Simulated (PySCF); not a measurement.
# S (sulfur, neutral): UHF calculation

Configuration: [Ne] 3s2 3p3 4s1, high-spin 5S determinant (an excited configuration). Calculation: PySCF 2.14, in aug-cc-pV(T+d)Z with one added diffuse shell each of s, p, d, f type (7s6p5d3f, 71 functions); the non-relativistic Hamiltonian (point nucleus).

| Item | Value |
| --- | --- |
| Total energy | -397.300411 hartree |
| One-electron energy | -545.9051 hartree |
| Hartree (Coulomb) energy | 173.4796 hartree |
| Exchange energy | -24.8749 hartree |
| Kinetic energy | 397.28051 hartree |
| ⟨S²⟩ | 6.0006 |
| ⟨L²⟩ | 0.000 |
| Sum of ⟨r⟩ | 18.73 bohr |
| Sum of ⟨r²⟩ | 60.79 bohr² |
| Density at the nucleus (Gaussians lack the cusp) | 2630 bohr⁻³ |
| Spin density at the nucleus | 0.828 bohr⁻³ |
| Langevin diamagnetic susceptibility | -48.1 ×10⁻⁶ cm³/mol |

| shell | electrons | mean orbital energy (hartree) | rms radius, mean of both spins (bohr) |
| --- | --- | --- | --- |
| 1s α | 1 | -92.25814 | 0.113 |
| 1s β | 1 | -92.22688 | 0.113 |
| 2s α | 1 | -9.25388 | 0.518 |
| 2s β | 1 | -9.22001 | 0.518 |
| 2p α | 3 | -6.94081 | 0.492 |
| 2p β | 3 | -6.88346 | 0.492 |
| 3s α | 1 | -1.22807 | 1.79 |
| 3s β | 1 | -0.87951 | 1.79 |
| 3p α | 3 | -0.67526 | 2.06 |
| 4s α | 1 | -0.13064 | 6.30 |

The outer electron is Rydberg-like, and this basis confines it to a smaller radius and binds it less than a complete one would.

Spin-orbit constants ζ (cm⁻¹) from the X2C one-electron operator on these orbitals (non-relativistic here): bare nucleus, nucleus screened by l(l+1)(2l+1)/3 electrons, and screened by the Breit-Pauli mean field of the electrons.

```
shell   bare  screened nucleus  mean field
   2p   7367              6446        6023
   3p  522.5             457.2       420.9
```
